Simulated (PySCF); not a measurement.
## Sc: ionisation energy

Sc [Ar] 3d1 4s2 (2D) → Sc+ [Ar] 3d1 4s1 (3D), as a difference of total energies. All numbers are calculated (PySCF 2.14, no relativity, point nucleus, in def2-TZVP). Correlated levels: valence: [Ar] frozen. The calculations carry no spin-orbit coupling.

Q: Order these methods by the ionisation energy they give, lowest first.
A. B3LYP
B. MP2 (valence)
C. UHF
D. MN15

A: C (5.367 eV), B (6.005 eV), A (6.566 eV), D (6.709 eV).

These non-relativistic numbers lack the scalar-relativistic shift.

Errors of the correlated levels include the incompleteness of this basis and the frozen core.

MP2 underrates the near-degeneracy of ns² with np² in the lower species.

For comparison: 6.562 eV (measured; NIST levels, between the centres of gravity of the two terms).
